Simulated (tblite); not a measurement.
C9H9FN2.
Atom-mapped SMILES: `[CH3:1][CH2:2][n:3]1[n:4][cH:5][c:6]2[cH:7][c:8]([F:9])[cH:10][cH:11][c:12]12` (hydrogens: H13, H14, H15 on C1; H16, H17 on C2; H18 on C5; H19 on C7; H20 on C10; H21 on C11)

Computed geometry: GFN2-xTB, gas phase.

(1) Give the optimised bond lengths and angles.

Answers

(1) 
```
                  bond  length (bohr)
                 C1–C2          2.886
                 C2–N3          2.715
                 N3–N4          2.525
                 N4–C5          2.474
                 C5–C6          2.678
                 C6–C7          2.640
                 C7–C8          2.591
                 C8–F9          2.558
                C8–C10          2.648
               C10–C11          2.595
               C11–C12          2.636
                N3–C12          2.567
                C6–C12          2.683
C1–H13, C1–H14, C1–H15          2.054
        C2–H16, C2–H17          2.065
                C5–H18          2.025
                C7–H19          2.037
               C10–H20          2.038
               C11–H21          2.038
```

Bonds in one row agree within 0.02 bohr and their mean is given. A selection of angles:
```
      angle  degrees
  C2–C1–H13    110.1
  C2–C1–H14    110.6
 H13–C1–H14    108.9
   C1–C2–N3    111.3
  C1–C2–H16    110.5
  C1–C2–H17    110.0
  N3–C2–H16    108.7
  N3–C2–H17    107.1
 H16–C2–H17    109.1
   C2–N3–N4    120.5
  C2–N3–C12    128.1
  N4–N3–C12    111.2
   N3–N4–C5    108.1
   N4–C5–C6    110.6
  N4–C5–H18    120.6
  C6–C5–H18    128.8
   C5–C6–C7    135.9
  C5–C6–C12    103.9
  C7–C6–C12    120.3
   C6–C7–C8    116.5
  C6–C7–H19    122.1
  C8–C7–H19    121.3
   C7–C8–F9    119.0
  C7–C8–C10    123.7
  F9–C8–C10    117.4
 C8–C10–C11    120.4
 C8–C10–H20    118.4
C11–C10–H20    121.1
C10–C11–C12    117.4
C10–C11–H21    121.0
C12–C11–H21    121.7
 N3–C12–C11    132.0
  N3–C12–C6    106.3
 C6–C12–C11    121.8
```

Dihedral angles: C1–C2–N3–N4 92° (anticlinal). The mirror-image conformer, all signs reversed, is as good.

N3 (pyrrole-type nitrogen) is planar (angles 128.1°, 120.5° and 111.2°, sum 359.8°, 0.03 Å off the plane of its three neighbours). The 6-membered ring C6–C7–C8–C10–C11–C12 has internal angles of 116.5° to 123.7°; it is planar, 0.00 Å rms from its mean plane, widest ring torsion 0°. Of the pairs four or more bonds apart, C11···H16 is among the closest relative to their van der Waals radii: 2.95 Å, 102 % of the sum of Bondi's values. The C–C distances run from 1.371 Å (C7–C8, aromatic) to 1.527 Å (C1–C2, drawn single), a spread of 0.156 Å. N4 (pyridine-type nitrogen) is bent (angle 108.1°). The 5-membered ring N3–N4–C5–C6–C12 has internal angles of 103.9° to 111.2°; it is planar, 0.00 Å rms from its mean plane, widest ring torsion 1°. The 3 C–N bonds span 1.309 Å (N4–C5, aromatic) to 1.437 Å (C2–N3, drawn single), a spread of 0.128 Å.

Point group: C1 (no symmetry element, even within 0.4 Å). Its GFN2-xTB frequencies are all real (lowest 47 cm⁻¹). One conformer, not necessarily the lowest.
